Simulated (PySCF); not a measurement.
**Molecular orbitals of TlO⁻**

B2PLYP at R = 2.027 Å; basis Tl def2-SVPD with ECP60, O def2-SVPD; scalar-relativistic core potentials; PySCF 2.14. State: ¹Σ⁺ (singlet), closed shell. Only the outer orbitals are listed, counted within each symmetry, core potentials removing the inner ones.

```
orbital  occ.  ε (eV)  on Tl (%)           main shells (%)
     6σ     2   -5.73         76           76 Tl s, 22 O p
     3π     2   -1.71          9            91 O p, 8 Tl p
     3π     2   -1.71          9            91 O p, 8 Tl p
     7σ     2   -1.21         46  53 O p, 24 Tl p, 20 Tl s
     4π     0    4.42         96          85 Tl p, 11 Tl d
     4π     0    4.42         96          85 Tl p, 11 Tl d
     8σ     0    4.48         98                   97 Tl s
```

**Question.** Which are the highest filled and the lowest empty level, where do they sit, and how wide is the gap?

**Answer.** Highest filled 7σ at -1.21 eV (in %: 53 O p, 24 Tl p, 20 Tl s); lowest empty 4π at 4.42 eV (in %: 85 Tl p, 11 Tl d); the gap at B2PLYP is 5.63 eV. An empty level above zero is unbound, and its energy depends on the basis.

The bond order (Mayer) is 1.16, the ⟨S²⟩ is 0.000 and the charge on Tl (Mulliken, basis-dependent) is 0.20. The charge on Tl (Löwdin, basis-dependent) is 0.26 and the dipole moment (positive dipole points towards O; it is taken about the centre of mass and depends on that origin) is -6.25 D.

Correlated steps freeze 5 core orbitals. Spin–orbit coupling is left out, which matters for elements this heavy, above all for dissociation energies. B2PLYP dipoles, levels and charges come from its SCF part alone.
